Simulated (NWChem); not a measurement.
CH₅NOSi₂; SMILES O=C=N[SiH2][SiH3]

All runs: NWChem. Pople sets run with spherical d functions. All runs use the structure optimised with B3LYP/6-31G* (spherical d). Level: B3LYP/6-31G* with SMD, gas-phase geometry; reactions with the solvents are ignored. One conformer.

| SMD term (kcal/mol) | water | toluene |
|---|---|---|
| distortion of the solute's density | 0.61 | 0.05 |
| polarisation | -3.30 | -0.93 |
| cavity, dispersion and structure | 7.08 | -0.44 |

Problem. Sum the solvation free energies, find the transfer free energy from water to toluene and the partition coefficient at 298.15 K.

Solution. 
1. ΔG(solv, water) = 4.39 kcal/mol and ΔG(solv, toluene) = -1.32 kcal/mol (1 M gas to 1 M solution).
2. Transfer: -1.32 − (4.39) = -5.71 kcal/mol.
3. log₁₀ K(toluene/water) = −ΔG/(RT ln 10) = 5.71/1.364 = 4.2, so the model puts more of the solute in toluene.
4. Of the transfer energy, 1.81 kcal/mol is electrostatic and -7.52 comes from the non-electrostatic term. The two phases are taken as the pure solvents.
